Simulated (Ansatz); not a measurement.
Computed with Ansatz on PBE0-D4/def2-TZVP structures; ΔE is electronic, products minus reactants. CCSD(T)/CBS is the MP2 limit (def2-TZVPP, def2-QZVPP) plus CCSD(T) − MP2 in def2-TZVPP, frozen cores. Functionals use def2-TZVPP. B3LYP here is the variant with VWN-RPA as its local correlation; programs differ in this. Elements past krypton have def2 core potentials. For Sb, Se outer-core shells are correlated without core-valence functions, which leaves a few kJ/mol of doubt a bond. Scalar relativity is left out up to krypton. One conformer a species, not always the lowest.

`[OH][SbH][CH2][SiH3]` + `C=NC[SeH]` → `C=[N][SbH][OH]` + `[SiH3]CC[SeH]`  (redistribution)

```tsv
level	ΔE (eV)
r2SCAN-D4	-0.22
B3LYP-D4	-0.22
ωB97M-V	-0.20
PBE	-0.23
MP2/def2-QZVPP	-0.20
SCS-MP2/def2-QZVPP	-0.22
MP2/CBS(def2)	-0.20
CCSD/CBS(def2)	-0.20
```

Problem. What does CCSD(T)/CBS give? (An estimate is asked.)

Solution. Computed: -0.20 eV. The listed levels differ from it by -0.02, -0.02, 0.00, -0.03, 0.00, -0.02, 0.00, 0.00 eV.

Largest T1 diagnostic among the species: 0.015.
